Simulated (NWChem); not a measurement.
Molecule: C2H3FO2Si; SMILES C=C1O[SiH](F)O1

```xyz
9

C     -0.3583    -2.4653     0.0000
C     -0.0667    -1.1722     0.0000
O      0.1257    -0.3425     1.0875
Si     0.4272     0.9087     0.0000
F     -0.6619     2.0814     0.0000
O      0.1257    -0.3425    -1.0875
H     -0.4779    -2.9890     0.9467
H     -0.4779    -2.9890    -0.9467
H      1.7518     1.5430     0.0000
```
Atoms are numbered in this order, from 1.

Computed with NWChem. All runs use the structure optimised with PBE0/def2-SVP. Level: PBE0/def2-SVP with SMD (1 M gas to 1 M solution), gas-phase geometry. Reactions with the solvent are ignored.

For solvent toluene:

cavity-dispersion-structure term (kcal/mol): -0.6
dipole in solution (D): 1.86

**Question.** Estimate the same quantities for solvent water.

**Answer.** 
- cavity-dispersion-structure term (kcal/mol) = 3.8
- dipole in solution (D) = 2.03
